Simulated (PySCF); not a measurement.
From one molecule to another.

First species: C4H11ClSSi.
Cartesian coordinates in Å at the GFN2-xTB level; atoms count from 1:
```
atom  x, y, z in Å
C1    -3.2717   -0.2817   -0.0115
C2    -1.9113    0.2548    0.4169
C3    -0.7729   -0.3999   -0.3625
Si4    0.9267    0.2162    0.1958
Cl5    1.1467    2.1909   -0.1967
S6     2.4156   -0.9152   -0.8656
C7     3.9117   -0.0149   -0.3542
H8    -3.4440   -0.0873   -1.0679
H9    -4.0664    0.1929    0.5597
H10   -3.3255   -1.3560    0.1526
H11   -1.8831    1.3356    0.2634
H12   -1.7725    0.0727    1.4847
H13   -0.9129   -0.2056   -1.4287
H14   -0.8304   -1.4821   -0.2379
H15    1.1692    0.0395    1.6259
H16    4.0529   -0.1224    0.7163
H17    4.7440   -0.4629   -0.8855
H18    3.8152    1.0318   -0.6231
```

Second species: C4H11ClSSi.
Cartesian coordinates in Å at the GFN2-xTB level; atoms count from 1:
```xyz
18
C4H11ClSSi angstrom
C     -3.0839    0.4865    0.3315
C     -2.4772   -0.8536   -0.0285
S     -0.9641   -1.2237    0.9333
Si     0.4508    0.1640    0.1037
Cl     0.1670    0.3370   -1.8955
C      2.1812   -0.5127    0.4755
C      3.2873    0.4239    0.0036
H     -4.0359    0.6073   -0.1819
H     -3.2544    0.5485    1.4036
H     -2.4252    1.3001    0.0355
H     -3.1587   -1.6677    0.2130
H     -2.2181   -0.9060   -1.0845
H      0.2317    1.4881    0.6821
H      2.3108   -1.4879    0.0011
H      2.2810   -0.6785    1.5483
H      4.2671    0.0048    0.2238
H      3.2209    0.5877   -1.0694
H      3.2112    1.3888    0.4988
```

Levels: CAM-B3LYP/def2-SVPD for dipole moment, HOMO energy, LUMO energy, HOMO–LUMO gap, static isotropic polarisability and electronic spatial extent ⟨r²⟩ about the centre of nuclear charge; TDDFT CAM-B3LYP/def2-SVPD for lowest singlet excitation; TDA CAM-B3LYP/def2-SVPD for lowest triplet excitation (Tamm–Dancoff); GFN2-xTB for rotational constant A and rotational constant C. Geometries: GFN2-xTB. Each structure is a single optimised conformer of the isolated species, non-relativistic unless stated; the electronic structure was computed with PySCF and density fitting.

The conformers computed, where there is a choice (atom-mapped SMILES and torsion angles):
- `[CH3:1][CH2:2][CH2:3][Si@H:4]([Cl:5])[S:6][CH3:7]`: C1–C2–C3–Si4 -178°, C2–C3–Si4–Cl5 -64°, C3–Si4–S6–C7 173°
- `[CH3:1][CH2:2][S:3][Si@H:4]([Cl:5])[CH2:6][CH3:7]`: C1–C2–S3–Si4 -71°, C2–S3–Si4–Cl5 -38°, S3–Si4–C6–C7 -177°

| property | column X | column Y |
| --- | --- | --- |
| dipole moment | 0.53 D | 0.93 D |
| HOMO energy | -8.22 eV | -8.26 eV |
| LUMO energy | 0.81 eV | 0.91 eV |
| HOMO–LUMO gap | 9.03 eV | 9.17 eV |
| lowest singlet excitation | 5.48 eV | 5.60 eV |
| lowest triplet excitation (Tamm–Dancoff) | 5.12 eV | 5.23 eV |
| static isotropic polarisability | 108.5 au | 109.3 au |
| electronic spatial extent ⟨r²⟩ about the centre of nuclear charge | 1690 bohr² | 1916 bohr² |
| rotational constant A | 2.215 GHz | 2.303 GHz |
| rotational constant C | 0.718 GHz | 0.602 GHz |

Task: Which column belongs to which species?

Result: Column X is the second species and column Y the first. The first has 18 atoms and 82 electrons, the second 18 and 82.

Task: How does each property change from the first species to the second?

Result: dipole moment -0.40 D; HOMO energy +0.04 eV; LUMO energy -0.10 eV; HOMO–LUMO gap -0.14 eV; lowest singlet excitation -0.12 eV; lowest triplet excitation (Tamm–Dancoff) -0.11 eV; static isotropic polarisability -0.8 au; electronic spatial extent ⟨r²⟩ about the centre of nuclear charge -226 bohr²; rotational constant A -0.088 GHz; rotational constant C +0.116 GHz.

On the first: No computed singlet falls in the visible range (750 to 380 nm, 1.65 to 3.26 eV); S1 lies 2.34 eV above its blue end. S1 lies 3.57 eV below the HOMO–LUMO gap; its leading configuration is HOMO→LUMO, weight 0.81.

On the second: A dipole of 0.53 D is allowed in C1, and pure rotational transitions are dipole-allowed. The vertical singlet–triplet gap S1 − T1 is 0.36 eV (TDDFT singlet less Tamm–Dancoff triplet; S1: HOMO→LUMO, weight 0.80; T1: HOMO→LUMO, weight 0.73).
